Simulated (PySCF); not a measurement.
**Radial density of Cu⁺ (copper, charge +1)**

UHF, [Ar] 3d9 4s1, 4s spin antiparallel (an excited configuration). All numbers are calculated (PySCF 2.14, scalar relativity through the core potential, in aug-cc-pwCVDZ-PP with ECP10MDF). This is the valence pseudo-density: the core potential removes the inner electrons and smooths the orbitals near the nucleus.

```
r (bohr)  4πr²ρ (e/bohr)  4πr²(ρα − ρβ)
 0.00676       1.493e-05         0.0000
  0.0114       4.189e-05         0.0000
  0.0191       0.0001217         0.0000
  0.0322       0.0004917         0.0000
  0.0541        0.004631         0.0004
  0.0911         0.06288         0.0072
   0.153          0.6318         0.0730
   0.258           4.069         0.3864
   0.433           16.52         1.0002
   0.729           20.64         1.1131
    1.23           6.426         0.2733
    2.06           1.175        -0.4361
    3.47          0.2472        -0.2143
    5.84         0.01009        -0.0101
```

Energies and moments cover only the electrons outside the core potential. With the s spin flipped the determinant is a mixture of two multiplicities, not a spectroscopic state.
